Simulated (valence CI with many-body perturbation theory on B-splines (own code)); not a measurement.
## E1 line list for Hg⁶⁵⁺

Method: valence CI with perturbative core correlation (CI+MBPT): five valence electrons over a frozen Dirac-Fock core [Ne], a basis of 11 s, 11 p, 10 d, 8 f, 5 g, 2 h functions for each j, with the one-electron correlation potential Σ1, the two-electron term Σ2, the three-electron term Σ3, Breit, model QED; selected CI, second order for the rest, scaled by the run's own slope (own B-spline code, finite nucleus).

The last digits are not significant, and no measured levels were compared; by estimate large intervals hold to a few tenths of a per cent, small ones and those within an open d or f shell to about a per cent. Among the levels kept, up to 3300 cm⁻¹ of a level comes from second order outside the variational space, and about a tenth of that is noise between levels of different J, which matters for small intervals.

Lines 51 to 100 of 569 in falling wavelength, among levels below 1781.1 eV, chosen from the strongest by gf and those to the six lowest levels. Wavelengths and rates use the calculated energies. Electric multipoles are in the length gauge, E1 and E2 with the static RPA response of the core. Weak lines are less certain than strong ones. Lines between different terms over intervals too small for the method are left out, as are lines whose strength nearly cancels. The highest levels of a list are the least certain.

Levels are named by their leading jj configuration (3d3/2^4 stands for four electrons in 3d with j = 3/2), which in mixed levels can hold well under half, so a name can repeat and another be missing. Letters in brackets count levels of one name in rising energy.

```csv
λ vac (Å),Upper,Lower,A (s⁻¹),log gf,Branch %
57.25,(3s 3p1/2^2 3d5/2^2) J=7/2,(3s^2 3p1/2 3d5/2^2) J=7/2,1.96e+10,-1.11,2.5
57.24,(3s 3p1/2 3p3/2^2 3d5/2) J=3/2 [e],(3s^2 3p3/2^2 3d5/2) J=5/2 [b],3.57e+10,-1.15,0.8
57.18,(3s 3p1/2^2 3p3/2^2) J=3/2,(3s^2 3p1/2 3p3/2^2) J=5/2,4.04e+10,-1.10,2.6
57.03,(3s 3p1/2 3p3/2^2 3d5/2) J=7/2 [b],(3s^2 3p3/2^2 3d5/2) J=7/2,2.23e+10,-1.06,1.2
56.72,(3s 3p1/2^2 3p3/2 3d5/2) J=5/2 [b],(3s^2 3p1/2 3p3/2 3d5/2) J=5/2 [b],2.04e+10,-1.23,1.3
56.52,(3p1/2^2 3p3/2^2 3d3/2) J=3/2,(3s 3p1/2 3p3/2^2 3d3/2) J=5/2 [c],3.20e+10,-1.21,0.8
55.97,(3s 3p1/2 3p3/2^3) J=3/2,(3s^2 3p3/2^3) J=3/2,3.07e+10,-1.24,0.6
55.92,(3s 3p1/2^2 3d3/2 3d5/2) J=5/2 [b],(3s^2 3p1/2 3d3/2 3d5/2) J=7/2 [a],2.37e+10,-1.18,5.0
55.37,(3p1/2^2 3p3/2^2 3d3/2) J=5/2,(3s 3p1/2 3p3/2^2 3d3/2) J=7/2 [b],2.78e+10,-1.11,0.6
55.15,(3s^2 3p1/2 3p3/2 3d3/2) J=1/2 [a],(3s^2 3p1/2 3p3/2^2) J=1/2,5.21e+09,-2.32,36.6
55.03,(3s 3p1/2^2 3d3/2 3d5/2) J=3/2 [b],(3s^2 3p1/2 3d3/2 3d5/2) J=5/2 [a],2.86e+10,-1.29,6.0
55.00,(3s^2 3p1/2 3p3/2 3d3/2) J=3/2 [a],(3s^2 3p1/2 3p3/2^2) J=1/2,3.37e+09,-2.21,0.6
54.83,(3s 3p1/2^2 3p3/2 3d3/2) J=5/2 [b],(3s^2 3p1/2 3p3/2 3d3/2) J=7/2,5.96e+10,-0.79,3.1
54.77,(3s 3p1/2 3p3/2^2 3d5/2) J=7/2 [c],(3s^2 3p3/2^2 3d5/2) J=9/2,4.13e+10,-0.83,1.2
54.39,(3s 3p1/2 3p3/2^2 3d5/2) J=9/2 [c],(3s^2 3p3/2^2 3d5/2) J=9/2,3.53e+10,-0.81,1.2
54.36,(3s 3p1/2^2 3p3/2 3d5/2) J=7/2 [b],(3s^2 3p1/2 3p3/2 3d5/2) J=9/2,4.88e+10,-0.76,2.2
54.18,(3s 3p1/2^2 3p3/2 3d3/2) J=3/2 [b],(3s^2 3p1/2 3p3/2 3d3/2) J=5/2 [a],3.19e+10,-1.25,2.7
54.00,(3s 3p1/2^2 3p3/2^2) J=3/2,(3s^2 3p1/2 3p3/2^2) J=3/2,2.07e+10,-1.44,1.4
53.99,(3p1/2^2 3p3/2^3) J=3/2,(3s 3p1/2 3p3/2^3) J=5/2,8.16e+10,-0.85,1.9
53.68,(3s 3p1/2 3p3/2^2 3d3/2) J=5/2 [e],(3s^2 3p3/2^2 3d3/2) J=7/2,4.78e+10,-0.91,0.6
53.35,(3s 3p1/2 3p3/2^2 3d5/2) J=5/2 [c],(3s^2 3p3/2^2 3d5/2) J=7/2,2.50e+10,-1.19,0.8
53.21,(3s 3p1/2^2 3p3/2^2) J=1/2,(3s^2 3p1/2 3p3/2^2) J=3/2,4.36e+08,-3.43,0.0
53.03,(3p1/2^2 3p3/2^2 3d3/2) J=7/2,(3s 3p1/2 3p3/2^2 3d3/2) J=9/2,5.11e+10,-0.76,1.2
52.63,(3s 3p1/2 3p3/2 3d3/2^2) J=5/2 [a],(3s 3p1/2 3p3/2^2 3d3/2) J=7/2 [a],4.51e+10,-0.95,3.9
52.10,(3s^2 3p1/2 3p3/2 3d3/2) J=5/2 [a],(3s^2 3p1/2 3p3/2^2) J=5/2,8.85e+09,-1.67,76.9
51.98,(3s 3p1/2 3p3/2 3d3/2^2) J=7/2 [a],(3s 3p1/2 3p3/2^2 3d3/2) J=9/2,5.18e+10,-0.78,4.3
51.51,(3s 3p1/2^2 3p3/2 3d3/2) J=1/2 [b],(3s^2 3p1/2 3p3/2 3d3/2) J=3/2 [a],6.61e+10,-1.28,2.6
51.19,(3s 3p1/2^2 3p3/2 3d5/2) J=7/2 [b],(3s^2 3p1/2 3p3/2 3d5/2) J=7/2 [a],2.35e+10,-1.13,1.1
51.16,(3s 3p1/2^2 3d3/2^2) J=5/2,(3s 3p1/2^2 3p3/2 3d3/2) J=3/2 [b],2.23e+10,-1.28,18.2
51.12,(3s^2 3p1/2 3p3/2 3d3/2) J=3/2 [a],(3s^2 3p1/2 3p3/2^2) J=5/2,2.54e+10,-1.40,4.5
49.99,(3p1/2^2 3p3/2^2 3d3/2) J=1/2,(3p1/2^2 3p3/2^3) J=3/2,9.25e+10,-1.16,2.5
49.45,(3s^2 3p1/2 3p3/2 3d3/2) J=5/2 [a],(3s^2 3p1/2 3p3/2^2) J=3/2,8.26e+07,-3.74,0.7
49.31,(3s^2 3p1/2 3p3/2 3d3/2) J=7/2,(3s^2 3p1/2 3p3/2^2) J=5/2,2.07e+09,-2.22,99.0
48.81,(3s^2 3p1/2^2 3d3/2) J=3/2,(3s^2 3p1/2^2 3p3/2) J=3/2,1.56e+10,-1.65,100.0
48.69,(3s^2 3p1/2 3p3/2 3d3/2) J=1/2 [a],(3s^2 3p1/2 3p3/2^2) J=3/2,6.52e+09,-2.33,45.8
48.57,(3s^2 3p1/2 3p3/2 3d3/2) J=3/2 [a],(3s^2 3p1/2 3p3/2^2) J=3/2,7.44e+08,-2.98,0.1
48.22,(3p1/2^2 3p3/2^2 3d3/2) J=5/2,(3s 3p1/2 3p3/2^2 3d3/2) J=7/2 [a],2.67e+10,-1.25,0.5
47.48,(3s^2 3p1/2 3p3/2^2) J=5/2,(3s^2 3p1/2^2 3d3/2) J=3/2,3.48e+08,-3.15,58.3
45.38,(3s^2 3p1/2 3d3/2 3d5/2) J=9/2,(3s^2 3p1/2 3p3/2 3d5/2) J=9/2,2.07e+10,-1.19,4.7
44.28,(3s^2 3p1/2 3p3/2 3d3/2) J=1/2 [b],(3s^2 3p1/2 3p3/2^2) J=1/2,1.10e+09,-3.19,0.0
44.03,(3s^2 3p1/2 3p3/2 3d3/2) J=3/2 [b],(3s^2 3p1/2 3p3/2^2) J=1/2,1.66e+09,-2.72,0.0
43.54,(3s^2 3p1/2 3p3/2 3d3/2) J=5/2 [b],(3s^2 3p1/2 3p3/2^2) J=5/2,3.81e+09,-2.19,0.1
42.09,(3s 3p1/2^2 3d3/2 3d5/2) J=9/2,(3s 3p1/2^2 3p3/2 3d5/2) J=9/2,2.73e+10,-1.14,5.5
41.67,(3s^2 3p1/2 3p3/2 3d3/2) J=5/2 [b],(3s^2 3p1/2 3p3/2^2) J=3/2,1.86e+08,-3.54,0.0
41.51,(3s^2 3p1/2 3p3/2 3d3/2) J=3/2 [b],(3s^2 3p1/2 3p3/2^2) J=5/2,2.83e+09,-2.53,0.0
40.01,(3s^2 3p1/2 3p3/2 3d3/2) J=1/2 [b],(3s^2 3p1/2 3p3/2^2) J=3/2,1.10e+10,-2.28,0.1
39.81,(3s^2 3p1/2 3p3/2 3d3/2) J=3/2 [b],(3s^2 3p1/2 3p3/2^2) J=3/2,2.12e+08,-3.70,0.0
35.73,(3s 3p1/2^2 3d3/2 3d5/2) J=7/2 [b],(3s^2 3p1/2 3d3/2^2) J=5/2,5.55e+10,-1.07,11.4
35.17,(3s^2 3p1/2 3p3/2 3d5/2) J=3/2 [a],(3s^2 3p1/2 3p3/2^2) J=1/2,2.85e+09,-2.67,0.9
34.92,(3s^2 3p1/2 3p3/2 3d5/2) J=7/2 [a],(3s^2 3p1/2 3p3/2^2) J=5/2,1.48e+09,-2.67,67.7
```

(1) How does gf follow from A for the line at 54.83 Å?

Results:

(1) gf = 1.4992 × (2J+1)_upper × A / σ², with σ = 1823850 cm⁻¹ and 2J+1 = 6: gf = 0.161.
